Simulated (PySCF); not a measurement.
GaI3, SMILES [I][Ga]([I])[I]. Atoms are numbered in the order given.

```xyz
4

Ga     0.0000     0.0000     0.0000
I     -2.4957     0.0000     0.0000
I      1.2479     2.1614     0.0000
I      1.2479    -2.1614     0.0000
```

Geometry optimised at PBE-D3(BJ)/def2-SVP. The isomer is the one that the SMILES or the coordinates give; other isomers of the formula were not compared. The def2 effective core potentials stand for the cores of I; spin–orbit coupling is left out.

Method: TDA-PBE0/def2-SVPD (PySCF).

Vertical excitations; the highest root listed may be one member of a degenerate set. The molecule is in vacuum. State labels are in the subgroup C2v.

Computed lowest excited states:
```csv
state,symmetry,energy (eV),λ (nm),f,main pairs
S1,B1,3.83,323,0.000,HOMO→LUMO 99 %
S2,A2,4.12,301,0.000,HOMO−1→LUMO (degenerate set)
S3,B2,4.12,301,0.000,HOMO−2→LUMO (degenerate set)
S4,A1,4.28,290,0.033,HOMO−3→LUMO (degenerate set)
S5,B1,4.28,290,0.033,HOMO−4→LUMO (degenerate set)
S6,A2,4.45,279,0.000,HOMO→LUMO+1 100 %
S7,B2,4.78,259,0.014,HOMO−5→LUMO 99 %
S8,B2,4.80,258,0.000,HOMO−3→LUMO+1 (degenerate set)
S9,A2,4.80,258,0.000,HOMO−4→LUMO+1 (degenerate set)
S10,B1,5.02,247,0.059,"HOMO−1→LUMO+1 83 %, HOMO−6→LUMO 13 %"
T1,B1,3.50,354,0,HOMO→LUMO 98 %
T2,A2,3.82,325,0,HOMO−1→LUMO (degenerate set)
T3,B2,3.82,325,0,HOMO−2→LUMO (degenerate set)
T4,A1,3.83,324,0,HOMO−3→LUMO 97 %
```
Triplets are in the Tamm–Dancoff approximation.
